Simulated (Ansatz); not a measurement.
The first iterations of a band of CH₆N₂SeSi (11 atoms, charge 0, multiplicity 1).

Method: RKS B3LYP/def2-SVP (Ansatz 0.2.0).

* movable images: 9
* climbing image: yes
* spring: 5.0 eV/Å²
* optimiser: quadratic models (default)
* start path: through a guess of the saddle point
* force threshold: 0.05 eV/Å
* iteration limit: 42
* end points: relaxed

Image 0:

```xyz
11
Properties=species:S:1:pos:R:3
N -1.278 1.163 0.798
C -0.842 0.076 0.030
N 0.305 -0.588 0.587
Si 1.486 -0.766 -0.682
Se 0.010 0.461 -1.910
H -2.137 1.594 0.466
H -0.553 1.862 0.952
H -1.701 -0.571 -0.216
H 0.218 -0.948 1.533
H 2.827 -0.175 -0.384
H 1.730 -2.163 -1.154
```

Image 10:

```xyz
11
Properties=species:S:1:pos:R:3
N -1.367 1.330 0.443
C -0.841 0.113 -0.061
N 0.351 -0.441 0.582
Si 1.492 -0.762 -0.697
Se -0.081 0.320 -1.961
H -0.629 1.988 0.691
H -1.993 1.191 1.236
H -1.668 -0.614 -0.136
H 0.238 -0.859 1.502
H 2.834 -0.123 -0.549
H 1.730 -2.200 -1.029
```

| iteration | highest image above the first end (eV) | largest band force component (eV/Å) |
| --- | --- | --- |
| 1 | 3.301 | 23.867 |
| 2 | 0.697 | 1.519 |
| 3 | 0.626 | 1.680 |
| 4 | 0.561 | 0.584 |
| 5 | 0.514 | 0.431 |
| 6 | 0.500 | 0.411 |
| 7 | 0.523 | 0.284 |
| 8 | 0.513 | 0.417 |
| 9 | 0.487 | 0.313 |
| 10 | 0.475 | 0.302 |
| 11 | 0.442 | 0.591 |
| 12 | 0.423 | 0.804 |
| 13 | 0.431 | 1.234 |
| 14 | 0.435 | 0.710 |

Does the band converge within its limit, and where does its top end?

The run converged. It ended after 42 iterations with the highest image 0.372 eV above the first end. A vibrational analysis at the climbing image gives one clearly imaginary mode, 375i cm⁻¹: a first-order saddle point.

Time of the run: 25 min on 2 threads of Arm Neoverse V1 (shared host), peak memory 0.36 GiB.
